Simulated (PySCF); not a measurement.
Level of theory: PBE-D3(BJ)/def2-TZVP // PBE-D3(BJ)/def2-SVP (PySCF). Gas-phase values, no solvent. One relaxed conformer stands for a flexible species; it need not be the lowest. 

Reference species: [Zn(Cl)2] (neutral, multiplicity 1).

charge on the central atom (Mulliken): 0.54 e
HOMO–LUMO gap: 5.05 eV
coordination number: 2

Changed species: [Zn(Cl)(NH2)] (1 of 2 Cl replaced by NH2; the reference has 0 of 2 Cl replaced by NH2).

Q: Predict the effect on the charge on the central atom (Mulliken), HOMO–LUMO gap and coordination number.

A: the charge on the central atom (Mulliken) falls by 0.11 e, to 0.43 e; the HOMO–LUMO gap drops by 0.76 eV, to 4.29 eV; the coordination number stays essentially unchanged.
